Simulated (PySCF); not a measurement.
NMR data simulated for an unnamed compound:

1H NMR (500 MHz, computed): δ 8.20 (s, 2H), 7.79 (d, 2H), 7.61 (d, 2H).

13C{1H} NMR (computed): δ 145.3 (C), 143.2 (CH), 138.8 (C), 137.0 (CH), 127.0 (CH).

A single conformation, non-relativistic, no solvent, rapidly exchanging positions averaged. GIAO PBE0/pcSseg-1 shieldings; geometry: GFN2-xTB; PySCF 2.14.0 with density-fitted response routines.

Shifts are taken against calculated references (same method and geometry level): 1H (σref 31.72) and 13C (σref 186.93) vs TMS.

Task: Which of these does the molecule contain: an OH group, a heteroaromatic ring, a vinyl group CH=CH2, a benzene ring, a carboxylic acid?

Result: 
- An OH group: no.
- A heteroaromatic ring: yes.
- A vinyl group CH=CH2: no.
- A benzene ring: yes.
- A carboxylic acid: no.

The data belong to `Clc1ccc(-n2cnnc2)cc1`, C$_{8}$H$_{6}$ClN$_{3}$; they needn't prove each group on their own.

Carbon signals by region: 5 in the sp2 and nitrile region (100–160 ppm).

Carbons that carry Cl, above all several Cl atoms, come out too deshielded, partly because spin–orbit coupling is missing. Shifts are as computed. Against solution values, carbons near 30 ppm lie about +3 ppm off and those near 130 ppm about +5 ppm; carbons on Cl a further +6 ppm. Of 1211 compounds with measured shifts, 218 miss one by over three times the rms of a fit or turn the order of signals round; such compounds aren't used in these exercises. No couplings were computed; multiplicities are counted from neighbouring protons, with m where these are inequivalent, close in shift, in a saturated or five-membered ring or joined by F or P, and br s for small geminal =CH2 splittings.
